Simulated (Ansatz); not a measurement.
Cost and result for the atomization energy of C2H8AlNSi (13 atoms, 14 bonds).

```xyz
13

Al   -0.996   -0.744    1.531
C    -0.975   -1.011   -0.407
N     0.023    0.032    0.019
C     1.442    0.051   -0.443
Si    0.461    1.581   -0.654
H    -0.082   -1.704    2.411
H    -1.972    0.333    2.176
H    -1.693   -0.625   -1.128
H    -0.449   -1.879   -0.803
H     1.623   -0.553   -1.331
H     2.178   -0.093    0.342
H    -0.071    1.893   -1.995
H     0.513    2.720    0.282
```

The species carries charge 0 and has multiplicity 1. The bonds changed during the relaxation, so this is another structure than the one it started from. The geometry is a stationary point of PBE0-D4/def2-TZVP. It is one conformer, not always the lowest. Program: Ansatz. All runs use 4 threads of a server CPU on a shared host. Times are those of one run each, without the atoms' runs, and a repeat can differ threefold. Electronic energies, without spin–orbit coupling; frozen cores. CCSD(T)/CBS adds CCSD(T) − MP2 in def2-TZVPP to the MP2 limit, and its time is that of the two runs behind it. T1 = 0.012.

CCSD(T)/CBS is a level of theory with its own doubt, some kJ/mol a heavy atom from the limit and from the frozen cores, so smaller differences don't rank the functionals.

```
                             level  functions  atomization (kcal/mol)  difference from CCSD(T)/CBS  per bond
   PBE-D4/def2-TZVPP (with forces)        289                  1055.2                         13.8       1.0
             r2SCANh-D4/def2-TZVPP        289                  1037.9                         -3.5      -0.3
                CCSD(T)/def2-TZVPP        289                  1012.9                        -28.5      -2.0
                PBE0-D4/def2-TZVPP        289                  1041.0                         -0.4       0.0
                  CCSD(T)/def2-SVP        118                   980.9                        -60.5      -4.3
                 B2PLYP/def2-TZVPP        289                  1028.4                        -13.0      -0.9
               BHLYP-D4/def2-TZVPP        289                  1017.4                        -24.0      -1.7
               PBE-QIDH/def2-TZVPP        289                  1033.2                         -8.2      -0.6
                BLYP-D4/def2-TZVPP        289                  1037.9                         -3.5      -0.3
                 CCSD(T)/CBS(def2)          –                  1041.4                          0.0       0.0
                    MP2/def2-QZVPP        551                  1039.7                         -1.7      -0.1
r2SCAN-D4/def2-TZVPP (with forces)        289                  1043.4                          2.0       0.1
            LDA (SPW92)/def2-TZVPP        289                  1184.0                        142.6      10.2
```

**Question.** Order the runs by time, with rough figures. (Estimate.)

**Answer.** Ansatz gave: LDA (SPW92)/def2-TZVPP 1.1 s; BLYP-D4/def2-TZVPP 1.6 s; PBE-D4/def2-TZVPP (with forces) 1.9 s; BHLYP-D4/def2-TZVPP 2.4 s; PBE0-D4/def2-TZVPP 2.5 s; CCSD(T)/def2-SVP 2.6 s; r2SCAN-D4/def2-TZVPP (with forces) 3.3 s; r2SCANh-D4/def2-TZVPP 3.7 s; B2PLYP/def2-TZVPP 4.2 s; PBE-QIDH/def2-TZVPP 4.4 s; MP2/def2-QZVPP 18 s; CCSD(T)/def2-TZVPP 59 s; CCSD(T)/CBS(def2) 77 s.

From BLYP to BHLYP (50 % exact exchange), in def2-TZVPP and without D4, the atomization energy moves by −13.6 kcal/mol: exact exchange takes away binding that semilocal exchange gives to molecules. In def2-TZVPP, CCSD(T) changes the Hartree–Fock value by +265.7 kcal/mol (the triples alone add +15.2 kcal/mol) and MP2 by +275.3 kcal/mol; breaking electron pairs costs correlation energy, which Hartree–Fock lacks. Leaving LDA and LC-ωPBE aside and taking each functional with its dispersion term where it has one, the values spread over 37.8 kcal/mol, from BHLYP-D4 to PBE-D4. LDA lies +136.3 kcal/mol from PBE without D4, its usual overbinding.
